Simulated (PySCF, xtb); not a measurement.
SnH4, SMILES [SnH4].

GFN2-xTB (xtb) at its own geometry gives an orbital gap of 8.38 eV and a dipole moment of 0.00 D.

The structure is a stationary point at B3LYP-D3(BJ)/def2-TZVPD. The isomer is the one that the SMILES or the coordinates give; other isomers of the formula were not compared. The def2 effective core potentials stand for the cores of Sn; spin–orbit coupling is left out.

Problem. What does CAM-B3LYP/def2-TZVPD (PySCF) give? (An estimate is asked for; the answer gives what the named calculation found.)

Solution. gap 11.01 eV (levels -10.54 and 0.47 eV), dipole 0.00 D.
